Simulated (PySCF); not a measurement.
C₂H₇NOSi₂, SMILES C1[Si@@]([SiH2]C=1)(O)N. Coordinates come from a PBE-D3(BJ)/def2-SVP optimisation. The structure was generated by enumeration; whether it is a known compound was not checked. The values are those of a single conformer.

All values below come from PySCF with PBE-D3(BJ)/def2-SVP.

Harmonic wavenumbers (cm⁻¹): 105, 122, 200, 236, 252, 270, 302, 331, 417, 430, 463, 585, 635, 680, 722, 739, 765, 817, 857, 906, 920, 987, 1014, 1225, 1471, 1496, 2121, 2131, 3038, 3065, 3501, 3611, 3760. Rotational constants (GHz): 3.441, 1.729, 1.601; symmetry number 1.

**Question.** Work out the zero-point energy and the ideal-gas rigid-rotor harmonic-oscillator thermochemistry at 298.15 K and 1 atm.

**Answer.** ZPE = ½ Σ hcν = ½ × 38173 cm⁻¹ = 54.57 kcal/mol. H − E(el) = 60.78 kcal/mol. Entropy in cal/(mol K): translation 40.19, rotation 27.91, vibration 21.75, total 89.85. G − E(el) = 33.99 kcal/mol. Cp = 34.81 cal/(mol K). Modes under 150 cm⁻¹ make the vibrational entropy uncertain.
